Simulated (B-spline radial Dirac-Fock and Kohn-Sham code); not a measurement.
## X-ray form factors of hafnium in several charge states

Method: configuration-average Dirac-Fock orbitals. Computed with an atomic code on a B-spline grid.

Configurations: Hf¹⁴⁺ [Kr] 4d10 4f11 5s1; Hf¹⁶⁺ [Kr] 4d10 4f10; Hf¹⁸⁺ [Kr] 4d10 4f8; Hf²¹⁺ [Kr] 4d10 4f5. The first column is f₀ of Hf¹⁴⁺, the others are differences from it.

```
s (Å⁻¹)   Hf¹⁴⁺  Δ Hf¹⁶⁺  Δ Hf¹⁸⁺  Δ Hf²¹⁺
      0  58.000   -2.000   -4.000   -7.000
   0.05  57.790   -1.967   -3.946   -6.921
    0.1  57.170   -1.869   -3.789   -6.688
   0.15  56.163   -1.717   -3.539   -6.316
    0.2  54.808   -1.521   -3.216   -5.830
   0.25  53.155   -1.298   -2.840   -5.258
    0.3  51.261   -1.062   -2.435   -4.631
   0.35  49.184   -0.830   -2.024   -3.981
    0.4  46.985   -0.614   -1.628   -3.338
   0.45  44.718   -0.423   -1.260   -2.724
    0.5  42.433   -0.262   -0.935   -2.159
    0.6  37.970   -0.041   -0.427   -1.219
    0.7  33.844   +0.063   -0.110   -0.554
    0.8  30.191   +0.087   +0.054   -0.136
    0.9  27.061   +0.070   +0.116   +0.092
      1  24.442   +0.040   +0.121   +0.190
    1.1  22.291   +0.013   +0.101   +0.212
    1.2  20.541   -0.003   +0.076   +0.196
    1.4  17.958   -0.008   +0.042   +0.137
    1.6  16.160   +0.003   +0.033   +0.100
```
